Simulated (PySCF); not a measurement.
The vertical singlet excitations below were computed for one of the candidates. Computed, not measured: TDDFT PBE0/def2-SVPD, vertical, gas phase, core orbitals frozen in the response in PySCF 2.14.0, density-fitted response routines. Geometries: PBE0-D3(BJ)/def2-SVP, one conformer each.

```json
{"state": "S1", "ν̃ (cm⁻¹)": "49260", "f": "0.0056", "main configurations (H = HOMO, L = LUMO)": "H→L (95%)"}
{"state": "S2", "ν̃ (cm⁻¹)": "52780", "f": "0.0091", "main configurations (H = HOMO, L = LUMO)": "H→L+1 (86%)"}
{"state": "S3", "ν̃ (cm⁻¹)": "56420", "f": "0.013", "main configurations (H = HOMO, L = LUMO)": "H-1→L (74%), H-1→L+1 (13%)"}
{"state": "S4", "ν̃ (cm⁻¹)": "56870", "f": "0.0064", "main configurations (H = HOMO, L = LUMO)": "H→L+2 (63%), H→L+3 (15%), H-1→L (9%)"}
{"state": "S5", "ν̃ (cm⁻¹)": "57300", "f": "0.020", "main configurations (H = HOMO, L = LUMO)": "H-1→L+1 (76%), H-1→L (11%)"}
{"state": "S6", "ν̃ (cm⁻¹)": "58980", "f": "0.014", "main configurations (H = HOMO, L = LUMO)": "H→L+4 (39%), H→L+3 (31%), H→L+2 (15%)"}
{"state": "S7", "ν̃ (cm⁻¹)": "60480", "f": "0.0031", "main configurations (H = HOMO, L = LUMO)": "H→L+5 (80%)"}
{"state": "S8", "ν̃ (cm⁻¹)": "61230", "f": "0.0039", "main configurations (H = HOMO, L = LUMO)": "H-2→L (26%), H-2→L+1 (17%), H→L+6 (14%)"}
{"state": "S9", "ν̃ (cm⁻¹)": "61330", "f": "0.019", "main configurations (H = HOMO, L = LUMO)": "H-2→L+1 (28%), H-2→L (21%), H→L+6 (10%)"}
{"state": "S10", "ν̃ (cm⁻¹)": "61790", "f": "0.018", "main configurations (H = HOMO, L = LUMO)": "H→L+4 (30%), H→L+6 (23%), H→L+3 (14%)"}
```

Triplets computed (Tamm–Dancoff): 5.78, 6.41, 6.76, 6.84 eV.

Orbital energies (eV): HOMO-3 -9.12, HOMO-2 -8.64, HOMO-1 -8.13, HOMO -7.58, LUMO -0.11, LUMO+1 0.00, LUMO+2 0.63.

Question: Which structure fits?
A. `CS(=O)(=O)[C@H]1C[SiH2]N[SiH2]1`
B. `c1ccccc1[SiH2]SC`
C. `CS[SiH2]C(=O)N(C)C`

Answer: A. Its S1, at 6.11 eV, is the highest among the candidates; the nearest of the others has S1 at 5.19 eV. S1 is HOMO→LUMO (95%). Löwdin shares by element: HOMO nitrogen 48%, silicon 21%, hydrogen 7% or more (atoms not listed hold the other 24%); LUMO silicon 39%, hydrogen 10% or more, nitrogen 8% (atoms not listed hold the other 42%). At the same level the other candidates give, for their lowest levels:
- `CS[SiH2]C(=O)N(C)C`: 4.70 eV (f 0.006); 5.29 eV (f 0.004); 5.51 eV (f 0.002); 5.87 eV (f 0.112); 6.04 eV (f 0.011); T1 4.08 eV; HOMO -6.99, LUMO -0.55 eV
- `CS[SiH2]c1ccccc1`: 5.19 eV (f 0.003); 5.38 eV (f 0.006); 5.44 eV (f 0.004); 5.63 eV (f 0.012); 5.97 eV (f 0.115); T1 3.99 eV; HOMO -6.85, LUMO -0.77 eV
